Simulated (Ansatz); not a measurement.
Mulliken charges of CH4F2OTi, SMILES `[CH3][Ti]([OH])([F])[F]` from PBE/def2-TZVPP in Ansatz (PBE0-D4/def2-TZVP geometry).

```csv
atom,x (Å),y (Å),z (Å),charge (e)
C1,-1.211,0.345,-0.326,-0.501
Ti2,0.779,-0.127,-0.230,1.042
O3,1.018,-0.855,1.364,-0.428
F4,1.067,-1.263,-1.543,-0.327
F5,1.643,1.388,-0.443,-0.328
H6,-1.460,1.059,0.463,0.111
H7,-1.421,0.788,-1.304,0.115
H8,-1.806,-0.564,-0.198,0.117
H9,1.480,-0.818,2.200,0.199
```

**Question.** By hand: the dipole of these point charges (1 e Å = 4.8032 D).

**Answer.** Σ q r = (-0.147, -0.002, 0.306) e Å, of length 0.339 e Å = 1.63 D.

**Question.** How does the dipole of the full density compare? (Estimate.)

**Answer.** Ansatz gave: (-0.040, -0.001, 0.454) e Å, 2.19 D; the point charges give 0.74 times that, at 21° from its direction.

Point charges leave out the atoms' own dipoles, such as those of lone pairs, and Mulliken's split depends on the basis, so the two needn't agree.
